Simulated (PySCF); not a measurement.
**Radial density of F(2+) (fluorine, charge +2)**

UHF, [He] 2s2 2p3, high-spin 4S determinant. Computed with PySCF 2.14 in ANO-RCC-VTZP (4s3p2d1f, 30 functions), with scalar relativity by spin-free X2C-1e.

```csv
r (bohr),4πr²ρ (e/bohr),4πr²(ρα − ρβ)
0.00237,0.03351,0.0001
0.00399,0.08969,0.0002
0.00671,0.2370,0.0005
0.0113,0.6089,0.0012
0.0190,1.485,0.0031
0.0319,3.308,0.0079
0.0537,6.314,0.0217
0.0904,9.311,0.0731
0.152,9.031,0.2925
0.256,5.104,1.0522
0.430,4.119,2.5647
0.723,5.429,3.1576
1.22,2.616,1.4177
2.05,0.2760,0.1589
3.44,0.001588,0.0007
5.79,0.0001758,0.0002
```

Densities and radii are taken from the X2C orbitals without a picture-change correction, which distorts them close to the nucleus.
